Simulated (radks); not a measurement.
Species: K2+. Configuration: [Ne] 3s2 3p5 (the NIST ground configuration).

Calculated with a radial shooting solver on a logarithmic mesh with Libxc functionals: scalar-relativistic Kohn-Sham, PBE, spin-unpolarised, spherical densities, finite nucleus; Fermi nuclear charge, rms radius 3.4349 fm.

Energy parts (eV):
part                      energy
total                 -16347.346
kinetic                16446.613
electron-nucleus      -38536.371
Hartree                 6632.985
exchange-correlation    -890.573

Orbitals (lengths in bohr, moments of r in powers of bohr; r(90%) holds 90 % of the orbital's charge):
[
 {"orbital": "1s", "occ.": "2", "eigenvalue (eV)": "-3546.187", "r(90%)": "0.145", "<r>": "0.08105", "<r^4>": "0.0002013"},
 {"orbital": "2s", "occ.": "2", "eigenvalue (eV)": "-376.7497", "r(90%)": "0.604", "<r>": "0.3874", "<r^4>": "0.05643"},
 {"orbital": "2p", "occ.": "6", "eigenvalue (eV)": "-303.5355", "r(90%)": "0.579", "<r>": "0.3503", "<r^4>": "0.04853"},
 {"orbital": "3s", "occ.": "2", "eigenvalue (eV)": "-56.3204", "r(90%)": "1.85", "<r>": "1.234", "<r^4>": "4.949"},
 {"orbital": "3p", "occ.": "5", "eigenvalue (eV)": "-39.2111", "r(90%)": "2.08", "<r>": "1.354", "<r^4>": "7.971"}
]

The highest occupied level is 3p at -39.211 eV. The density falls to 0.001 e/bohr^3 at r = 3.09 bohr. Summed over all electrons, <r^2> = 15.54 bohr^2, which gives a Langevin (diamagnetic) susceptibility term of -12.3 x 10^-6 cm^3/mol. The electron density at the nucleus is 5215 e/bohr^3 (large components only). For comparison, the ionisation energy in NIST's Atomic Spectra Database is 45.803 eV (semi-empirical). In exact Kohn-Sham theory the highest level is minus the ionisation energy, but local and semilocal functionals leave it too shallow, through self-interaction and a potential that decays too fast; potentials with the right tail come closer.

Beside tabulated values, note that spin-unpolarised runs miss the spin-polarisation part of the exchange energy of open shells.
